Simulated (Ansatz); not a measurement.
Total energies of `[CH3][Ta](=[NH])([Cl])[Cl]`.

```xyz
9

C    -0.2255   -1.2843   -0.3737
Ta    0.0071    0.8320   -0.1859
N     0.5572    1.0026    1.4673
Cl    1.6565    1.4865   -1.6533
Cl   -2.0712    1.7894   -0.4440
H    -0.9490   -1.6613    0.3555
H     0.7249   -1.7954   -0.1921
H    -0.5755   -1.5324   -1.3828
H     0.8755    1.1628    2.4089
```

The species carries charge 0 and has multiplicity 1. Correlated methods include outer-core shells of Ta, which these sets cover unevenly. Ta takes the def2 core potential. The structure was optimised at the PBE0-D4/def2-TZVP level. It is one conformer, not always the lowest. Basis def2-TZVPP, Ansatz 0.2.0.

RPA on PBE orbitals: Hartree–Fock energy of these orbitals -1070.20316 Eh, correlation -1.82283 Eh (frozen core).

| functional | kind | energy without D4 (Eh) | D4 term (kJ/mol) |
| --- | --- | --- | --- |
| PBE | GGA | -1072.47821 | -24.2 |
| B97M-V | meta-GGA with VV10 | -1072.70119 | – |

**Question.** Give the same for LDA (SPW92), revPBE, BLYP, r2SCAN, PBE0, B3LYP, r2SCANh, r2SCAN0, HSE06 (plane-wave form), BHLYP, CAM-B3LYP, LC-ωPBE, ωB97X-V, ωB97M-V, B2PLYP, PBE-QIDH. (Best estimate.)

**Answer.** Computed: 
| functional | kind | energy without D4 (Eh) | D4 term (kJ/mol) |
| --- | --- | --- | --- |
| LDA (SPW92) | LDA | -1069.03463 | – |
| revPBE | GGA | -1072.80774 | -56.2 |
| BLYP | GGA | -1072.88271 | -49.7 |
| r2SCAN | meta-GGA | -1072.86032 | -6.0 |
| PBE0 | global hybrid, 25 % exact exchange | -1072.50954 | -21.1 |
| B3LYP | global hybrid, 20 % | -1072.99190 | -39.1 |
| r2SCANh | meta-GGA hybrid, 10 % | -1072.82808 | -6.5 |
| r2SCAN0 | meta-GGA hybrid, 25 % | -1072.78133 | -7.3 |
| HSE06 (plane-wave form) | screened hybrid | -1072.48813 | -20.1 |
| BHLYP | global hybrid, 50 % | -1072.75051 | -35.6 |
| CAM-B3LYP | range-separated hybrid | -1072.86604 | -22.1 |
| LC-ωPBE | long-range corrected hybrid | -1072.63477 | – |
| ωB97X-V | range-separated hybrid GGA with VV10 | -1072.73719 | – |
| ωB97M-V | range-separated hybrid meta-GGA with VV10 | -1072.75920 | – |
| B2PLYP | double hybrid | -1072.49399 | – |
| PBE-QIDH | double hybrid | -1072.24383 | – |

B3LYP takes the VWN-RPA correlation (the form of Gaussian; ORCA's B3LYP/G). HSE06 is the plane-wave form, built on full-range PBE exchange. The double hybrids freeze the cores in their second-order part.

LC-ωPBE has ω = 0.4 bohr⁻¹.
